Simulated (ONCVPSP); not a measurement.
What one change does to a pseudopotential (phosphorus (P), ONCV)

phosphorus, optimised norm-conserving Vanderbilt (ONCV), made with ONCVPSP 4.0.1 (LDA (Perdew-Wang 92), non-relativistic). Core [Ne], reference 3s2 3p2.75 (charge +0.25). Waves: 3s: rc 1.65 bohr, ncon 5, nbas 9, qcut 3.4 1/bohr, 3 projectors, debl 2.1 Ha; 3p: rc 1.95 bohr, ncon 5, nbas 9, qcut 4.1 1/bohr, 2 projectors, debl 2.5 Ha; d scattering state at 0.46 Ha: rc 2.10 bohr, ncon 5, nbas 8, qcut 4.9 1/bohr, 1 projector. Local part: polynomial inside 1.40 bohr (lpopt 5, dvloc0 3 Ha). Core correction: none.

Change: s: rc 1.7.

Cutoffs: the cutoffs (Ha) at which the residual kinetic energy of the hardest occupied pseudo-wave falls to 1 and 0.1 mHa per electron; they do not see the model core or the augmentation charge, which bear on the density cutoff. Errors are all-electron minus pseudo energies relative to the spin-unpolarised reference configuration.

Problem. What does the change do?

Solution. The potential gets neither clearly harder nor softer (40 Ha and 76 Ha → 40 Ha and 72 Ha); the bound ghost in s disappears; the errors of the 4 common tests hardly move.

| quantity | base | changed |
| --- | --- | --- |
| cutoff, loose | 40 Ha | 40 Ha |
| cutoff, tight | 76 Ha | 72 Ha |
| loose cutoff by channel | s 40 Ha, p 4.5 Ha | s 40 Ha, p 4.5 Ha |
| bound ghosts | s | none |
| GHOST(+) flags under 300 eV | s at 257.4 eV | s at 251.8 eV |
| error for 3s2 3p3, meV [ΔE -1.65 eV] | +0.1 | +0.1 |
| error for 3s2 3p2, meV [ΔE 8.17 eV] | +2.1 | +2.1 |
| error for 3s2 3p1, meV [ΔE 27.43 eV] | +25 | +26 |
| error for 3s1 3p4, meV [ΔE 6.76 eV] | +2.0 | +1.7 |
| p: phases at 1.97 bohr within 0.05 rad from the reference energy up to (Ha; the scan ends near 5) | to the end of the scan | to the end of the scan |
| d: phases at 2.13 bohr within 0.05 rad from the reference energy up to (Ha; the scan ends near 5) | 2.0 | 2.0 |

 A true bound ghost makes a file unfit for plane-wave use even where its test errors are small: the radial tests pick states by their node count and pass the ghost by.
